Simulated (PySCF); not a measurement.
Si(CCH)(Cl)2(OMe) (C3H4Cl2OSi), SMILES C#C[Si](Cl)(Cl)OC. Atoms are numbered in the order given.

```xyz
11

C      2.4412    -1.7011     0.4451
C      1.4836    -0.9663     0.2936
Si     0.0265     0.1002     0.0829
Cl     0.3561     1.9262     0.9468
Cl    -0.3189     0.3325    -1.9394
O     -1.2961    -0.5407     0.8062
C     -1.8860    -1.7915     0.4975
H      3.2916    -2.3455     0.5785
H     -2.2154    -1.8269    -0.5551
H     -2.7624    -1.9253     1.1476
H     -1.1816    -2.6224     0.6764
```
Charge 0, spin multiplicity 1.

Coordinates come from a B3LYP-D3(BJ)/def2-SVP optimisation. One conformer was computed; it need not be the lowest.

Two levels are set side by side: PBE/pcSseg-1 (PySCF) and KT2/pcSseg-1 (PySCF). GIAO shifts against H2O (¹⁷O), HCl (³⁵Cl), TMS (²⁹Si), TMS (¹H), TMS (¹³C) at the same level; non-relativistic, no solvent, atoms listed together averaged. Without spin–orbit terms, shifts of atoms bonded to Cl or Br come out too high at both levels. Differences are taken from unrounded values.

| quantity | PBE |
|---|---|
| δ(¹³C) of C1 (ppm) | 100.6 |
| δ(¹³C) of C2 (ppm) | 84.1 |
| δ(²⁹Si) of Si3 (ppm) | -30.5 |
| δ(³⁵Cl) of Cl4, Cl5 (ppm) | 136.5 |
| δ(¹⁷O) of O6 (ppm) | 82.2 |
| δ(¹³C) of C7 (ppm) | 57.0 |
| δ(¹H) of H8 (ppm) | 2.71 |
| δ(¹H) of H9, H10, H11 (ppm) | 4.14 |

Q: These are the PBE values. What does KT2 give? (An estimate is asked for; the answer gives what the named calculation found.)

A: 
```json
[
 {"quantity": "δ(¹³C) of C1 (ppm)", "KT2": "94.1", "PBE minus KT2": "6.5"},
 {"quantity": "δ(¹³C) of C2 (ppm)", "KT2": "77.0", "PBE minus KT2": "7.1"},
 {"quantity": "δ(²⁹Si) of Si3 (ppm)", "KT2": "-30.6", "PBE minus KT2": "0.2"},
 {"quantity": "δ(³⁵Cl) of Cl4, Cl5 (ppm)", "KT2": "138.2", "PBE minus KT2": "-1.7"},
 {"quantity": "δ(¹⁷O) of O6 (ppm)", "KT2": "80.0", "PBE minus KT2": "2.1"},
 {"quantity": "δ(¹³C) of C7 (ppm)", "KT2": "56.4", "PBE minus KT2": "0.6"},
 {"quantity": "δ(¹H) of H8 (ppm)", "KT2": "3.00", "PBE minus KT2": "-0.29"},
 {"quantity": "δ(¹H) of H9, H10, H11 (ppm)", "KT2": "4.13", "PBE minus KT2": "0.00"}
]
```

Rough cost on one machine, each run with all the roots and properties that it gave: KT2 against PBE within a factor of 2.
